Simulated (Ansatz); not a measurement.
BrGeHS, SMILES `[SH][Ge][Br]`, 4 atoms. Total charge 0; spin multiplicity 1. Correlated methods include outer-core shells of Br, Ge, which these sets cover unevenly. Scalar relativity is left out up to krypton. All runs use 2 threads of a server CPU on a shared host. Correlated methods freeze the cores.

**Question.** Give the basis size and wall time and peak host memory of each of these runs in Ansatz. RKS ωB97M-V/def2-SVP energy; RKS r2SCANh-D4/def2-TZVPP energy; RHF-MP2/def2-QZVPP energy; RKS revPBE-D4/def2-TZVPP energy; RKS PBE0-D4/def2-TZVP frequencies; RKS PBE0-D4/def2-QZVPP energy; RKS BLYP-D4/def2-TZVPP energy; RHF-CCSD(T)/def2-TZVPP energy; RKS B2PLYP (frozen core)/def2-TZVPP energy; RKS ωB97M-V/def2-QZVPP energy; RHF-CCSD(T)/def2-SVP energy; direct RPA on PBE orbitals/def2-TZVPP energy. (Estimate.)

**Answer.** Ansatz gave: Other jobs shared the machine, so times are rough.

```csv
level,job,functions,wall time,peak host memory (GiB)
RKS revPBE-D4/def2-TZVPP,energy,152,2.4 s,0.2
RKS BLYP-D4/def2-TZVPP,energy,152,2.4 s,0.2
RHF-CCSD(T)/def2-SVP,energy,87,4.6 s,0.24
RKS B2PLYP (frozen core)/def2-TZVPP,energy,152,6.5 s,0.32
RKS r2SCANh-D4/def2-TZVPP,energy,152,7 s,0.43
direct RPA on PBE orbitals/def2-TZVPP,energy,152,19 s,0.28
RKS PBE0-D4/def2-QZVPP,energy,278,24 s,0.93
RKS ωB97M-V/def2-SVP,energy,87,42 s,0.26
RKS ωB97M-V/def2-QZVPP,energy,278,68 s,1.1
RHF-MP2/def2-QZVPP,energy,278,85 s,0.93
RHF-CCSD(T)/def2-TZVPP,energy,152,110 s,0.99
RKS PBE0-D4/def2-TZVP,frequencies,139,3.1 min,0.39
```
